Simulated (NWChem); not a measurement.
# CH3AlBrFO; SMILES C[O][Al]([F])[Br]

```xyz
8

Al     0.3443    -0.5197     0.0820
F      1.8262    -0.9908     0.6539
Br     0.0011     1.6340    -0.3621
O     -0.8842    -1.6244    -0.1641
C     -1.2066    -2.9739    -0.0672
H     -1.5000    -3.3696    -1.0545
H     -0.3688    -3.5876     0.3089
H     -2.0628    -3.1153     0.6143
```
Atoms are numbered in this order, from 1.

All runs: NWChem. Pople sets run with spherical d functions. Structure relaxed at the PBE0/def2-SVP level. GIAO values for the isolated, static molecule; σ is the absolute isotropic shielding, δ = σ(reference) − σ with the isolated reference molecule computed at the same levels (13C: tetramethylsilane, 19F: trichlorofluoromethane, 1H: tetramethylsilane, 17O: water). Spin-orbit effects, on the heavy nuclei and on their neighbours, are missing.

```
level                σ Al1 (ppm)  δ F2 (ppm)  σ Br3 (ppm)  δ O4 (ppm)  δ C5 (ppm)  δ H6 (rotor mean) (ppm)
-------------------  -----------  ----------  -----------  ----------  ----------  -----------------------
PBE/pcSseg-1               455.1      -173.8       2818.7        33.8        57.0                     4.11
PBE0/pcSseg-1              469.1      -162.9       2862.7        17.1        54.9                     3.95
Hartree-Fock/6-31G*        547.5      -108.0       3005.8       -16.3        48.5                     3.75
```
